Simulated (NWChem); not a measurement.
System: Si$_{2}$H$_{3}$ClF$_{2}$; SMILES F[SiH](F)[SiH2]Cl

```xyz
8

Si     0.1448     1.2257     0.3637
F     -0.8976     2.4314     0.0770
F      1.4549     1.5025    -0.5434
Si    -0.8346    -0.7859    -0.3265
Cl     0.4654    -2.2963     0.2548
H      0.5488     1.2853     1.7907
H     -2.1502    -0.9973     0.3420
H     -1.0083    -0.8246    -1.8057
```
Atoms are numbered in this order, from 1.

Level: PBE0/def2-SVP (NWChem), optimised geometry, unscaled harmonic frequencies. 

Q: List the harmonic frequencies with IR intensities, and the thermochemistry.

A: 
```tsv
frequency (cm⁻¹)	IR intensity (km/mol)
40	1.9
76	3.9
168	7.2
197	10.4
313	24.9
435	7.6
507	25.2
557	58.6
684	12.8
775	359.6
822	18.3
832	69.6
891	99.8
931	54.0
963	166.4
2246	71.6
2258	64.6
2286	115.5
```

```json
{
 "zero_point_energy": "21.4 kcal/mol",
 "thermal correction to the enthalpy at 298.15 K (with zero-point energy)": "26.5 kcal/mol",
 "heat capacity Cv": "23.2 cal/(mol K)",
 "entropy at 298.15 K and 1 atm (symmetry number 1)": "87.5 cal/(mol K)",
 "dipole_moment": "1.30 D"
}
```

Rigid rotor and harmonic oscillator; modes under 100 cm⁻¹ make the entropy uncertain.
